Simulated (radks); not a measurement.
Task: All-electron atom: Xe+ in [Kr] 4d10 5s2 5p5 (the NIST ground configuration). Method: Dirac Kohn-Sham, relativistic LDA (MacDonald-Vosko exchange, VWN5 correlation), spin-unpolarised, spherical densities, finite nucleus; open shells fill j = l - 1/2 first; Fermi nuclear charge, rms radius 4.7859 fm; computed with a radial shooting solver on a logarithmic mesh with Libxc functionals.

Spin-orbit splittings of the eigenvalues, e(l+1/2) - e(l-1/2), with zeta = 2 splitting/(2l+1) and mean radii in bohr:

| shell | occ. | splitting (eV) | zeta (eV) | <r> j=l-1/2 | <r> j=l+1/2 |
|---|---|---|---|---|---|
| 2p | 6 | ? | ? | 0.09643 | 0.1022 |
| 3p | 6 | 61.08 | 40.72 | 0.2969 | 0.3086 |
| 3d | 10 | 12.98 | 5.190 | 0.2791 | 0.2828 |
| 4p | 6 | 12.31 | 8.204 | 0.7467 | 0.7749 |
| 4d | 10 | 1.994 | 0.7977 | 0.8708 | 0.8818 |
| 4f | 0 | 0.00007575 | 0.00002164 | 15.79 | 15.79 |
| 5p | 5 | 1.410 | 0.9398 | 2.123 | 2.219 |

Estimate the 2p splitting.

Result: 321.4 eV (zeta = 214.3 eV).
